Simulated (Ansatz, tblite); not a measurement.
Removing and adding an electron: Nb3Si3 (the lowest doublet isomer of a short search). Total charge 0; doublet. Geometry: PBE-D4/def2-SVP. Ansatz, gas phase; energy differences of separate SCF runs; the oxidised species was run as a singlet alone; the reduced species was run as a singlet alone.

```xyz
6

Nb    1.195    0.694   -0.459
Nb   -0.512   -0.705   -1.642
Nb    0.767   -1.681    0.206
Si    0.883    0.051    2.024
Si   -1.167    0.021    0.817
Si   -1.166    1.620   -0.947
```

In the def2 sets Nb takes a core potential; there is no spin–orbit coupling. The xTB rows come from tblite. Another isomer (doublet) lies 0.09 eV lower at PBE0-D4/def2-TZVP.

```tsv
level	−HOMO (eV)	vertical IE (eV)	−LUMO (eV)	vertical EA (eV)	HOMO–LUMO gap (eV)	IE − EA (eV)	remarks
GFN1-xTB	–	11.24	–	7.55	–	3.69	–
PBE-D4/def2-TZVP	4.09	6.26	3.61	–	0.48	–	restricted SCF unstable in HF (+1 singlet)
PBE0-D4/def2-TZVP	4.91	6.35	2.83	–	2.08	–	restricted SCF unstable in HF (+1 singlet), spin-contaminated (⟨S²⟩ 0.83) (doublet)
```

Q: Estimate the rows for GFN2-xTB, r2SCAN-D4/def2-TZVP, PBE0-D4/def2-TZVPD.

A: 
| level | −HOMO (eV) | vertical IE (eV) | −LUMO (eV) | vertical EA (eV) | HOMO–LUMO gap (eV) | IE − EA (eV) | remarks |
| --- | --- | --- | --- | --- | --- | --- | --- |
| GFN2-xTB | – | 9.90 | – | 4.55 | – | 5.35 | – |
| r2SCAN-D4/def2-TZVP | 4.28 | 6.37 | 3.43 | – | 0.85 | – | restricted SCF unstable in HF (+1 singlet), spin-contaminated (⟨S²⟩ 0.83) (doublet) |
| PBE0-D4/def2-TZVPD | 4.91 | – | 2.84 | 1.58 | 2.08 | – | spin-contaminated (⟨S²⟩ 0.83) (doublet) |

Run but left out: HF/def2-SVP, MP2/def2-SVP, CCSD/def2-SVP, CCSD(T)/def2-SVP (flagged by the program: other amplitudes). At PBE0-D4/def2-TZVP the highest occupied level of the doublet has β spin (-4.89 eV), and emptying it gives a triplet, which wasn't run; the ionisation energy to the singlet shown is then probably not the lowest one.  HOMO and LUMO are the levels of the spin that leaves or enters (xTB has no such levels and no spin-polarisation term). Other spin states of the ions may lie lower, which would lower the ionisation energy or raise the affinity. Raw xTB energy differences between charge states are shifted by several eV; the methods need an empirical correction for them.
